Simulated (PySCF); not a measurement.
Si(H)2(OAc)(OH) (C₂H₆O₃Si), SMILES CC(=O)O[SiH2]O.

Geometry optimised at B3LYP-D3(BJ)/def2-SVP. One conformer was computed; it need not be the lowest.

Method: B3LYP-D3(BJ)/def2-SVP in PySCF 2.14.0.

Frequencies are harmonic and unscaled.

```json
[
 {"mode": "1", "ν (cm⁻¹)": "90", "IR (km/mol)": "1.3", "Raman (Å⁴/amu)": "0.3", "depolarisation": "0.75", "moving atoms (share of kinetic energy)": "H 49 %, O 39 %, Si 10 %"},
 {"mode": "2", "ν (cm⁻¹)": "98", "IR (km/mol)": "2.1", "Raman (Å⁴/amu)": "0.9", "depolarisation": "0.75", "moving atoms (share of kinetic energy)": "O 49 %, H 42 %, C 9 %"},
 {"mode": "3", "ν (cm⁻¹)": "116", "IR (km/mol)": "4.1", "Raman (Å⁴/amu)": "0.6", "depolarisation": "0.67", "moving atoms (share of kinetic energy)": "O 61 %, H 16 %, C 12 %, Si 11 %"},
 {"mode": "4", "ν (cm⁻¹)": "121", "IR (km/mol)": "3.8", "Raman (Å⁴/amu)": "0.3", "depolarisation": "0.75", "moving atoms (share of kinetic energy)": "H 46 %, O 29 %, Si 15 %, C 11 %"},
 {"mode": "5", "ν (cm⁻¹)": "220", "IR (km/mol)": "55.1", "Raman (Å⁴/amu)": "2.8", "depolarisation": "0.73", "moving atoms (share of kinetic energy)": "H 54 %, O 27 %, Si 14 %"},
 {"mode": "6", "ν (cm⁻¹)": "297", "IR (km/mol)": "78.0", "Raman (Å⁴/amu)": "1.2", "depolarisation": "0.61", "moving atoms (share of kinetic energy)": "O 45 %, H 39 %"},
 {"mode": "7", "ν (cm⁻¹)": "385", "IR (km/mol)": "24.4", "Raman (Å⁴/amu)": "1.5", "depolarisation": "0.31", "moving atoms (share of kinetic energy)": "C 27 %, H 27 %, Si 24 %, O 23 %"},
 {"mode": "8", "ν (cm⁻¹)": "584", "IR (km/mol)": "1.1", "Raman (Å⁴/amu)": "3.1", "depolarisation": "0.75", "moving atoms (share of kinetic energy)": "C 45 %, H 43 %, O 10 %"},
 {"mode": "9", "ν (cm⁻¹)": "612", "IR (km/mol)": "7.1", "Raman (Å⁴/amu)": "9.5", "depolarisation": "0.37", "moving atoms (share of kinetic energy)": "C 39 %, O 37 %, H 16 %, Si 8 %"},
 {"mode": "10", "ν (cm⁻¹)": "658", "IR (km/mol)": "95.1", "Raman (Å⁴/amu)": "3.2", "depolarisation": "0.67", "moving atoms (share of kinetic energy)": "H 78 %, Si 11 %, O 9 %"},
 {"mode": "11", "ν (cm⁻¹)": "754", "IR (km/mol)": "35.9", "Raman (Å⁴/amu)": "13.2", "depolarisation": "0.75", "moving atoms (share of kinetic energy)": "H 89 %"},
 {"mode": "12", "ν (cm⁻¹)": "780", "IR (km/mol)": "96.2", "Raman (Å⁴/amu)": "6.6", "depolarisation": "0.14", "moving atoms (share of kinetic energy)": "O 68 %, Si 17 %, H 10 %"},
 {"mode": "13", "ν (cm⁻¹)": "840", "IR (km/mol)": "199.4", "Raman (Å⁴/amu)": "5.6", "depolarisation": "0.66", "moving atoms (share of kinetic energy)": "H 57 %, O 32 %, Si 11 %"},
 {"mode": "14", "ν (cm⁻¹)": "911", "IR (km/mol)": "87.3", "Raman (Å⁴/amu)": "10.9", "depolarisation": "0.72", "moving atoms (share of kinetic energy)": "H 68 %, O 23 %"},
 {"mode": "15", "ν (cm⁻¹)": "918", "IR (km/mol)": "140.5", "Raman (Å⁴/amu)": "2.3", "depolarisation": "0.75", "moving atoms (share of kinetic energy)": "H 39 %, O 32 %, Si 16 %, C 13 %"},
 {"mode": "16", "ν (cm⁻¹)": "939", "IR (km/mol)": "162.0", "Raman (Å⁴/amu)": "9.2", "depolarisation": "0.65", "moving atoms (share of kinetic energy)": "H 62 %, O 23 %, C 8 %"},
 {"mode": "17", "ν (cm⁻¹)": "993", "IR (km/mol)": "185.4", "Raman (Å⁴/amu)": "9.5", "depolarisation": "0.14", "moving atoms (share of kinetic energy)": "H 51 %, O 23 %, Si 17 %, C 9 %"},
 {"mode": "18", "ν (cm⁻¹)": "1021", "IR (km/mol)": "75.4", "Raman (Å⁴/amu)": "2.3", "depolarisation": "0.56", "moving atoms (share of kinetic energy)": "H 57 %, C 23 %, O 19 %"},
 {"mode": "19", "ν (cm⁻¹)": "1053", "IR (km/mol)": "9.1", "Raman (Å⁴/amu)": "0.2", "depolarisation": "0.74", "moving atoms (share of kinetic energy)": "H 49 %, C 48 %"},
 {"mode": "20", "ν (cm⁻¹)": "1298", "IR (km/mol)": "287.8", "Raman (Å⁴/amu)": "3.4", "depolarisation": "0.67", "moving atoms (share of kinetic energy)": "C 54 %, H 31 %, O 15 %"},
 {"mode": "21", "ν (cm⁻¹)": "1389", "IR (km/mol)": "152.4", "Raman (Å⁴/amu)": "1.9", "depolarisation": "0.74", "moving atoms (share of kinetic energy)": "H 54 %, C 42 %"},
 {"mode": "22", "ν (cm⁻¹)": "1437", "IR (km/mol)": "13.0", "Raman (Å⁴/amu)": "15.5", "depolarisation": "0.72", "moving atoms (share of kinetic energy)": "H 96 %"},
 {"mode": "23", "ν (cm⁻¹)": "1447", "IR (km/mol)": "9.2", "Raman (Å⁴/amu)": "15.3", "depolarisation": "0.75", "moving atoms (share of kinetic energy)": "H 96 %"},
 {"mode": "24", "ν (cm⁻¹)": "1823", "IR (km/mol)": "239.3", "Raman (Å⁴/amu)": "3.6", "depolarisation": "0.36", "moving atoms (share of kinetic energy)": "C 64 %, O 35 %"},
 {"mode": "25", "ν (cm⁻¹)": "2259", "IR (km/mol)": "108.4", "Raman (Å⁴/amu)": "118.6", "depolarisation": "0.16", "moving atoms (share of kinetic energy)": "H 97 %"},
 {"mode": "26", "ν (cm⁻¹)": "2313", "IR (km/mol)": "95.1", "Raman (Å⁴/amu)": "98.6", "depolarisation": "0.23", "moving atoms (share of kinetic energy)": "H 96 %"},
 {"mode": "27", "ν (cm⁻¹)": "3051", "IR (km/mol)": "0.9", "Raman (Å⁴/amu)": "131.1", "depolarisation": "0.01", "moving atoms (share of kinetic energy)": "H 97 %"},
 {"mode": "28", "ν (cm⁻¹)": "3129", "IR (km/mol)": "2.5", "Raman (Å⁴/amu)": "67.6", "depolarisation": "0.75", "moving atoms (share of kinetic energy)": "H 91 %, C 9 %"},
 {"mode": "29", "ν (cm⁻¹)": "3179", "IR (km/mol)": "3.7", "Raman (Å⁴/amu)": "69.3", "depolarisation": "0.71", "moving atoms (share of kinetic energy)": "H 90 %, C 10 %"},
 {"mode": "30", "ν (cm⁻¹)": "3879", "IR (km/mol)": "100.3", "Raman (Å⁴/amu)": "90.5", "depolarisation": "0.29", "moving atoms (share of kinetic energy)": "H 94 %"}
]
```
